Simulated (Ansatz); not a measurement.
```yaml
crystal:
  periodic: [false, false, false]
  atoms:
    - {symbol: C, position_ang: [-1.755617, -0.204029, 0.431671]}
    - {symbol: Sn, position_ang: [0.046314, -0.529971, -0.642205]}
    - {symbol: N, position_ang: [1.470301, 0.362623, 0.497635]}
    - {symbol: C, position_ang: [2.465600, 1.022346, 0.391540]}
    - {symbol: O, position_ang: [3.440153, 1.668352, 0.355920]}
    - {symbol: H, position_ang: [-1.942937, 0.866635, 0.507385]}
    - {symbol: H, position_ang: [-1.656348, -0.622765, 1.432740]}
    - {symbol: H, position_ang: [-2.593755, -0.681094, -0.076608]}
    - {symbol: H, position_ang: [0.509509, -2.167966, -0.728140]}
    - {symbol: H, position_ang: [0.099780, 0.234668, -2.166940]}
basis:
  gaussian: {orbitals: def2-TZVPP, point_charges: [{charge: 1.00, position_ang: [7.254, -0.380, -0.873]}]}
hamiltonian: {xc: {name: wB97X}, pseudopotentials: {relativity: scalar}}
```

```sh
$ ansatz run in.yaml --threads 2 --pin off --events-out ev --progress --plain --max-ram 22528MiB --backend cpu
```

It prints (some lines left out):

```
Functional definition: wB97X
1393 factors; their error is unknown
323 factors; integrals over basis functions are off by at most 8.4e-6 eV
mean field evaluation 1: about -11522.6779 eV, gradient 6.1e1 eV
mean field evaluation 2: about -11523.7597 eV, gradient 5.8e1 eV
mean field evaluation 4: about -11529.4754 eV, gradient 2.2e0 eV
mean field evaluation 8: about -11529.4784 eV, gradient 1.2e-1 eV
mean field evaluation 16: about -11529.5252 eV, gradient 2.9e-4 eV
mean field -11529.52516436 eV, -423.7022347973 hartree, gradient 4.3e-5 eV, S^2 0.000000; 0 other end points of the search recorded, 0 dependent functions left out
reference -11529.52512582 eV, -423.7022333810 hartree; 27, 27 occupied and 217, 217 virtual orbitals, 1393 factors
Total energy: -11529.52512582 eV, -423.7022333810 hartree
Relativity: scalar
```

It took 8.6 s on 2 threads of an AMD EPYC 7R13 on a shared host, with 0.59 GiB of host memory at the peak.
